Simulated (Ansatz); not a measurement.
A made-up structure of BSiH$_{2}$Br, closed shell:

```xyz
5
angstrom
Si -0.8156 0.4789 -0.0538
B 0.6477 -0.6229 0.3372
Br 1.7225 -1.8650 1.1497
H -1.2446 0.1277 -1.4391
H 1.3001 0.3223 0.2783
```

It is relaxed with PBE-D4/def2-SVP and then PBE0-D4/def2-TZVP (Ansatz 0.2.0). Atoms count as bonded within 1.22 times the sum of their covalent radii (H–H: 0.88 Å). The end point is not checked to be a true minimum.

(1) Does its bonding change? (A judgement: the text doesn't fix the answer.)

## Answers

(1) Computed: Yes. Formed: Si1–H5, B2–H4; broken: none.

Where it ends: The first stage lowers the energy by 1.11 eV in 12 steps. It ends as BSiH₂Br ([Br][B]12[H][Si]1[H]2):
```csv
atom,x (Å),y (Å),z (Å)
Si1,-0.8475,0.8080,0.0443
B2,0.3471,-0.5434,0.3208
Br3,1.5402,-1.9653,0.6897
H4,-0.2799,-0.5235,-0.8547
H5,0.8502,0.6651,0.0723
```

Labels in which every atom is bracketed show which atoms are joined, not bond orders.

For scale, one of the runs: PBE0-D4/def2-TZVP relaxation, 128 basis functions, launched by `ansatz run in.yaml --threads 2 --pin off --events-out ev --progress --plain --max-ram 4352MiB`. The run took about 15 s on 2 CPU threads of an Arm Neoverse V1 (shared host).
